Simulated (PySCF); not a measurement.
# Radial density of Ru+ (ruthenium, charge +1)

B3LYP, [Kr] 4d7, high-spin 4F determinant. Calculation: PySCF 2.14, in def2-TZVP with the def2 core potential (28 electrons); scalar relativity through the core potential. This is the valence pseudo-density: the core potential removes the inner electrons and smooths the orbitals near the nucleus.

```tsv
r (bohr)	4πr²ρ (e/bohr)	4πr²(ρα − ρβ)
0.0400	1.261e-05	0.0000
0.0673	5.518e-05	0.0000
0.113	0.0003532	0.0000
0.190	0.003983	0.0005
0.320	0.09609	0.0124
0.539	2.619	0.2487
0.906	13.41	1.6554
1.52	7.625	1.8569
2.56	1.288	0.4699
4.31	0.08540	0.0243
7.25	6.282e-05	0.0000
```

Energies and moments cover only the electrons outside the core potential.
